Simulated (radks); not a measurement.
Values are calculated unless marked as measured or tabulated.
The carbon anion C4-, [Ne], held by a Watson sphere: a shell of charge +4 at radius R that stands for the Madelung well of a crystal (potential energy -4/R inside, -4/r outside, in hartree with lengths in bohr). Code: a radial shooting solver on a logarithmic mesh with Libxc functionals. Model: non-relativistic Kohn-Sham, PBEsol, spin-polarised, spherical densities, point nucleus. Response by self-consistent Sternheimer equations with the Hartree and adiabatic LDA kernel. The sphere does not respond.

| R (bohr) | e(1s) (eV) | e(2s) (eV) | e(2p) (eV) | <r> 2p (bohr) | sum of <r^2> (bohr^2) | X-ray form factor at sin(theta)/lambda = 0.2 1/angstrom | alpha (bohr^3) |
|---|---|---|---|---|---|---|---|
| 2.02 | -264.42 | -15.853 | -7.555 | 1.989 | 36.58 | 4.355 | 25.09 |
| 2.03 | -264.45 | -15.805 | -7.524 | 1.995 | 36.78 | 4.342 | 25.38 |
| 2.28 | -265.22 | -14.665 | -6.794 | 2.138 | 41.92 | 4.049 | 33.75 |
| 2.61 | -266.05 | -13.410 | -5.968 | 2.328 | 49.15 | 3.760 | 48.43 |
| 3.3 | -267.12 | -11.591 | -4.672 | 2.731 | 66.15 | 3.449 | 98.22 |
| 3.36 | -267.18 | -11.477 | -4.582 | 2.767 | 67.77 | 3.436 | 104.1 |
| 3.99 | -267.60 | -10.598 | -3.825 | 3.150 | 86.25 | 3.391 | 184.3 |
